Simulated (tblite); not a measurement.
C4H10OSi.
Numbering: `[CH3:1][CH2:2][CH2:3][SiH2:4][CH:5]=[O:6]` (hydrogens: H7, H8, H9 on C1; H10, H11 on C2; H12, H13 on C3; H14, H15 on Si4; H16 on C5)

The geometry is computed with GFN2-xTB (gas phase).

Task: What internal coordinates does the optimisation give?

Result: 
```tsv
bond	length (bohr)	order
C1–C2	2.876	single
C2–C3	2.889	single
C3–Si4	3.602	single
Si4–C5	3.626	single
C5=O6	2.276	double
C1–H7, C1–H8, C1–H9	2.055	single
C2–H10, C2–H11	2.065	single
C3–H12, C3–H13	2.066	single
Si4–H14, Si4–H15	2.769	single
C5–H16	2.106	single
```

Bonds in one row agree within 0.02 bohr and their mean is given. Orders are formal, as drawn. A selection of angles:
```tsv
angle	degrees
C2–C1–H7	110.5
C2–C1–H8	110.7
H7–C1–H8	108.4
C1–C2–C3	112.7
C1–C2–H10	108.9
C3–C2–H10	109.0
H10–C2–H11	107.4
C2–C3–Si4	114.3
C2–C3–H12	108.7
C2–C3–H13	108.3
Si4–C3–H12	109.6
H12–C3–H13	106.3
C3–Si4–C5	106.1
C3–Si4–H14	112.1
C5–Si4–H14	109.1
C5–Si4–H15	105.4
H14–Si4–H15	111.6
Si4–C5–O6	124.4
Si4–C5–H16	117.1
O6–C5–H16	118.5
```

Dihedral angles: C1–C2–C3–Si4 -63° (synclinal); C2–C3–Si4–C5 -170° (antiperiplanar); C3–Si4–C5–O6 119° (anticlinal). The mirror-image conformer, all signs reversed, is as good.

Of the pairs four or more bonds apart, Si4···H8 is among the closest relative to their van der Waals radii: 2.94 Å, 89 % of the sum of Bondi's values. Si4 (SiH2 silicon) is distorted tetrahedral (angles from 105.4° to 112.2°).

Point group: C1 (no symmetry element, even within 0.4 Å). Its GFN2-xTB frequencies are all real (lowest 34 cm⁻¹). The numbers are those of one conformer.

Time: 1.6 s. Hardware: Arm Neoverse N1, one thread (shared host). This is the geometry optimisation.
